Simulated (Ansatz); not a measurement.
Reaction (atomization): `[CH3][SbH][CH2]N` → 2 C• + 8 H• + N• + Sb•

Computed with Ansatz on PBE0-D4/def2-TZVP structures; ΔE is electronic, products minus reactants. CBS: MP2 limit from def2 TZ/QZ plus the TZ coupled-cluster correction, frozen cores. This one scheme is used for every species, atoms too. Functionals use def2-TZVPP. No spin–orbit coupling; open shells (•) take unrestricted orbitals. Spin–orbit coupling would lower the free atoms: a little for C. def2 core potentials past Kr. Bonds to Sb are less sure, by a few kJ/mol each and by 10 to 20 or more in all where they break to atoms, as the def2 sets lack core-valence functions. Each species was taken in one conformer, which may not be the lowest.

`[CH3][SbH][CH2]N`:

Z-matrix (Å, degrees):
```
C
Sb 1 2.159
H 1 1.090 2 109.3
H 1 1.091 2 109.1 3 -118.7
H 1 1.090 2 110.9 3 120.2
C 2 2.207 1 94.9 3 -164.3
H 2 1.717 1 93.6 3 -72.0
N 6 1.442 2 118.9 1 42.8
H 6 1.092 2 105.5 1 166.2
H 6 1.092 2 106.1 1 -80.9
H 8 1.012 6 111.3 2 56.3
H 8 1.011 6 111.6 2 -63.5
```

(1) What is ΔE at CCSD(T)/CBS? (An estimate is asked.)

(2) What do these levels give: PBE-D4, r2SCAN-D4, ωB97X-V, ωB97M-V, PBE0, HF/def2-QZVPP? (An estimate is asked.)

Largest T1 diagnostic among the species: 0.012.

## Answers

(1) The calculation gave: +41.65 eV.

(2) Computed: PBE-D4 42.38, r2SCAN-D4 41.41, ωB97X-V 41.78, ωB97M-V 41.60, PBE0 41.37, HF/def2-QZVPP 28.98 eV.

From PBE to PBE0 (25 % exact exchange), in def2-TZVPP and without D4, ΔE moves by −0.76 eV: exact exchange takes away binding that semilocal exchange gives to molecules. In def2-TZVPP, CCSD(T) changes the Hartree–Fock value by +11.53 eV (the triples alone add +0.63 eV) and MP2 by +11.51 eV; breaking electron pairs costs correlation energy, which Hartree–Fock lacks.

For atomizations the MP2-based limit and the directly extrapolated one differ by several kJ/mol either way, and by 10 to 25 for some Ge, Se and Sn compounds, so smaller differences from it don't rank the levels.
